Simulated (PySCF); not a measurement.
# $^{33}$S chemical shifts

Isolated molecule, a single conformation, rapidly exchanging positions averaged, non-relativistic Hamiltonian. Shieldings: GIAO PBE0/pcSseg-1; GFN2-xTB structure; PySCF 2.14.0 with density-fitted response routines.

Shieldings were converted by a linear fit to measured shifts: $^{33}$S (scatter 33.3 ppm rms vs sulfate, solution or neat liquid). A few per cent of atoms miss by over 2 rms, more outside the fitted compound classes.

(1) Give the $^{33}$S shifts of `C[S@](=O)CS[SiH2][SiH2][SiH3]`.

(2) Order these by $^{33}$S shift, lowest first.
A. CC/C(=C/[SiH2]CF)S[SiH3]
B. CS[SiH2]CCC#CC=O
C. CC(C)(C=O)[SiH2]C=C=S
D. O=C[C@@H]1CC=C(S[SiH3])C1
E. CS[Si@]1(C)CC=CC1=O
F. CSC1=CC=COC[SiH2]1

Results:

(1) 
```
                                                 compound                 environment  δ (ppm)
[CH3:1][S@:2](=[O:3])[CH2:4][S:5][SiH2:6][SiH2:7][SiH3:8]        S2: sulfoxide sulfur      -19
[CH3:1][S@:2](=[O:3])[CH2:4][S:5][SiH2:6][SiH2:7][SiH3:8]  S5: sulfur bonded to C, Si     -452
```

(2) B (-526 ppm, sulfur bonded to C, Si), E (-485 ppm, sulfur bonded to C, Si), D (-428 ppm, sulfur bonded to C, Si), A (-388 ppm, sulfur bonded to C, Si), F (-235 ppm, sulfide sulfur), C (-159 ppm, thione sulfur).
